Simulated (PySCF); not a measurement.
Geometry:
```
atom   x (Å)   y (Å)   z (Å)
 Li1  -0.385  -0.969   1.415
 Cl2   1.806  -1.056   0.684
 Li3   1.246   1.179   0.415
 Cl4  -0.734   1.321   1.605
 Li5  -1.450   0.845  -0.547
 Cl6  -1.553  -1.468  -0.520
 Li7   0.592  -1.056  -1.289
 Cl8   0.478   1.204  -1.763
```

Geometry: PBE0-D3(BJ)/def2-SVP; GIAO absolute shieldings from PySCF 2.14.0 with density-fitted response routines, gas phase, non-relativistic, averaged over equivalent atoms.

At PBE0/pcSseg-1 (144 basis functions, 12 s wall time on 1 thread of an Arm Neoverse V2, shared host):
```tsv
atoms	σ (ppm)
Li1/Li3/Li5/Li7	90.8
Cl2/Cl4/Cl6/Cl8	1026.2
```

Question: Estimate the result of repeating the calculation with B3LYP/pcSseg-1.

Answer: 
```json
{"atoms": "Li1/Li3/Li5/Li7", "σ at B3LYP/pcSseg-1": "90.2", "change": "-0.6"}
{"atoms": "Cl2/Cl4/Cl6/Cl8", "σ at B3LYP/pcSseg-1": "1019.5", "change": "-6.7"}
```

The largest change is at Cl2/Cl4/Cl6/Cl8 (chlorine bonded to 3 Li). Cost: 144 basis functions, 12 s wall time on 1 thread of an Arm Neoverse V2, shared host.
